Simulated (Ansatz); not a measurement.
Wavefunction ladder for `FC(F)=[CH][AlH2]`

Cartesian coordinates in Å:
```
F 1.363 -1.366 -1.752
C 0.475 -0.649 -1.100
F -0.523 -0.391 -1.916
C 0.563 -0.253 0.159
Al -0.771 0.800 1.068
H 1.476 -0.579 0.650
H -0.498 1.181 2.581
H -2.084 1.256 0.312
```

The species carries charge 0 and has multiplicity 1. All single points use the PBE0-D4/def2-TZVP geometry. Frozen core, restricted reference, the Gaussian-basis code of Ansatz. CBS rows extrapolate triple and quadruple zeta; past MP2 they add the triple-zeta difference.

```csv
basis,HF (Eh),MP2 corr.
def2-SVP,-517.94652,-0.68572
def2-TZVPP,-518.36953,-0.88448
def2-QZVPP,-518.38864,-0.95874
```

Task: Estimate the CCSD correlation energy and the (T) correction in each basis where they were run (hartree).

Result: 
```
     basis  CCSD corr.       (T)
  def2-SVP    -0.71817  -0.01871
def2-TZVPP    -0.90951  -0.03319
 CBS(def2)    -1.03878     as TZ
```
